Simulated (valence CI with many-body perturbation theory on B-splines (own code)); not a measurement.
**Forbidden lines of Pm⁵⁵⁺**

Method: configuration interaction combined with many-body perturbation theory (CI+MBPT): four valence electrons over a frozen Dirac-Fock core [He], radial functions for each j: 11 s, 11 p, 10 d, 8 f, 5 g, 2 h, with the one-electron correlation potential Σ1 (screened to all orders), the two-electron term Σ2, the three-electron term Σ3, Breit, model QED; selected single and double excitations, second order for the rest, scaled by the run's own slope (own B-spline code, finite nucleus).

The last digits are not significant, and no measured levels were compared; by estimate large intervals hold to a few tenths of a per cent, small ones and those within an open d or f shell to about a per cent. Among the levels kept, up to 900 cm⁻¹ of a level comes from second order outside the variational space, and about a tenth of that is noise between levels of different J, which matters for small intervals.

Lines 51 to 80 of 80 in falling wavelength, among levels below 8646.3 eV, chosen from the decays that carry over 1 % of a level's rate. Wavelengths and rates use the calculated energies. Electric multipoles are in the length gauge with retardation, E1 and E2 with the static RPA response of the core. Weak lines are less certain than strong ones. Lines between different terms over intervals too small for the method are left out, as are lines whose strength nearly cancels. The highest levels of a list are the least certain.

Levels are named by their leading jj configuration (3d3/2^4 stands for four electrons in 3d with j = 3/2), which in mixed levels can hold well under half, so a name can repeat and another be missing. Letters in brackets count levels of one name in rising energy.

```csv
λ vac (nm),Upper,Lower,Type,A (s⁻¹),Branch %
0.1776,(2s 2p3/2^2 3d5/2) J=5,(2s 2p1/2 2p3/2^2) J=3,M2,4.55e+09,1.2
0.1774,(2s 2p1/2 2p3/2 3d5/2) J=5,(2s 2p1/2^2 2p3/2) J=2,E3,2.04e+09,5.4
0.1767,(2s^2 2p3/2 3d5/2) J=4,(2s^2 2p1/2 2p3/2) J=2,M2,7.04e+09,11.2
0.1767,(2s^2 2p3/2 3d5/2) J=4,(2s^2 2p1/2 2p3/2) J=2,E3,8.38e+08,1.3
0.1762,(2s^2 2p3/2 3d5/2) J=4,(2s^2 2p1/2 2p3/2) J=1,E3,1.41e+09,2.2
0.1736,(2p1/2 2p3/2^2 3d3/2) J=4,(2s 2p1/2 2p3/2^2) J=2 [b],E2,1.38e+12,26.5
0.1735,(2p1/2^2 2p3/2 3d3/2) J=2,(2s 2p1/2^2 2p3/2) J=1,E2,1.01e+12,1.8
0.1734,(2s 2p1/2 2p3/2 3d3/2) J=4,(2s^2 2p1/2 2p3/2) J=2,E2,6.68e+11,37.9
0.1733,(2p1/2^2 2p3/2 3d3/2) J=3,(2s 2p1/2^2 2p3/2) J=1,E2,1.08e+12,7.9
0.1731,(2s 2p1/2 2p3/2 3d5/2) J=4 [a],(2s^2 2p1/2 2p3/2) J=2,E2,5.81e+11,3.4
0.1730,(2p1/2 2p3/2^2 3d5/2) J=4,(2s 2p1/2 2p3/2^2) J=2 [b],E2,2.37e+11,4.4
0.1727,(2p1/2 2p3/2^2 3d5/2) J=3,(2s 2p1/2 2p3/2^2) J=1 [a],E2,9.19e+11,3.1
0.1723,(2s 2p3/2^2 3d5/2) J=4 [a],(2s^2 2p3/2^2) J=2,E2,1.44e+12,9.1
0.1720,(2s 2p1/2 2p3/2 3d3/2) J=3 [c],(2s^2 2p1/2 2p3/2) J=2,E2,1.74e+12,5.3
0.1718,(2p1/2^2 2p3/2 3d3/2) J=2,(2s 2p1/2^2 2p3/2) J=2,E2,1.57e+12,2.7
0.1718,(2p1/2 2p3/2^2 3d3/2) J=4,(2s 2p1/2 2p3/2^2) J=3,E2,9.68e+11,18.7
0.1717,(2p1/2^2 2p3/2 3d3/2) J=3,(2s 2p1/2^2 2p3/2) J=2,E2,1.48e+12,10.9
0.1716,(2p1/2^2 2p3/2 3d3/2) J=1,(2s 2p1/2^2 2p3/2) J=2,E2,2.39e+12,1.3
0.1715,(2p1/2^2 2p3/2 3d3/2) J=0,(2s 2p1/2^2 2p3/2) J=2,E2,2.55e+12,25.1
0.1714,(2p1/2 2p3/2^2 3d3/2) J=1 [a],(2s 2p1/2 2p3/2^2) J=2 [a],E2,2.05e+12,2.1
0.1714,(2s 2p1/2 2p3/2 3d3/2) J=1 [c],(2s^2 2p1/2 2p3/2) J=1,E2,2.86e+12,1.3
0.1714,(2p1/2 2p3/2^2 3d3/2) J=2 [a],(2s 2p1/2 2p3/2^2) J=2 [a],E2,1.91e+12,2.4
0.1713,(2p1/2 2p3/2^2 3d3/2) J=0,(2s 2p1/2 2p3/2^2) J=2 [a],E2,2.17e+12,1.5
0.1710,(2s 2p3/2^2 3d5/2) J=2 [b],(2s^2 2p3/2^2) J=0,E2,3.25e+12,2.8
0.1709,(2p1/2 2p3/2^2 3d3/2) J=4,(2s 2p1/2 2p3/2^2) J=2 [a],E2,2.06e+11,4.0
0.1707,(2p1/2^2 2p3/2 3d5/2) J=4,(2s 2p1/2^2 2p3/2) J=2,E2,2.58e+12,65.7
0.1704,(2p1/2 2p3/2^2 3d5/2) J=4,(2s 2p1/2 2p3/2^2) J=2 [a],E2,2.39e+12,44.0
0.1703,(2p1/2 2p3/2^2 3d5/2) J=3,(2s 2p1/2 2p3/2^2) J=2 [a],E2,1.39e+12,4.7
0.1702,(2s 2p3/2^2 3d5/2) J=4 [b],(2s^2 2p3/2^2) J=2,E2,2.58e+12,28.7
0.1702,(2s 2p3/2^2 3d5/2) J=3 [b],(2s^2 2p3/2^2) J=2,E2,6.37e+11,2.6
```
